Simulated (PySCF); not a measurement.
Sn(H)(Cl)(OH)2 (ClH3O2Sn), SMILES [SnH]([OH])([OH])[Cl]. Geometry optimised at B3LYP-D3(BJ)/def2-SVP. The def2 effective core potentials stand for the cores of Sn; spin–orbit coupling is left out. The values are those of a single conformer.

Problem. Give the equilibrium geometry at B3LYP-D3(BJ)/def2-SVP (PySCF confirms it by a frequency run) as bond lengths and angles. (Estimate from the structure and the level; the computed values follow.)

Solution. One answer among several that fit: 
Atoms: Sn1 O2 O3 Cl4 H5 H6 H7. Bonds (Å): Sn1–O2 1.976, Sn1–O3 1.984, Sn1–Cl4 2.368, Sn1–H5 1.701, O2–H6 0.968, O3–H7 0.969. Bond angles (°): O2–Sn1–O3 108.9, O2–Sn1–Cl4 109.6, O2–Sn1–H5 107.2, O3–Sn1–Cl4 104.6, O3–Sn1–H5 113.7, Cl4–Sn1–H5 112.7, Sn1–O2–H6 112.4, Sn1–O3–H7 110.9.
Charge 0, spin multiplicity 1.
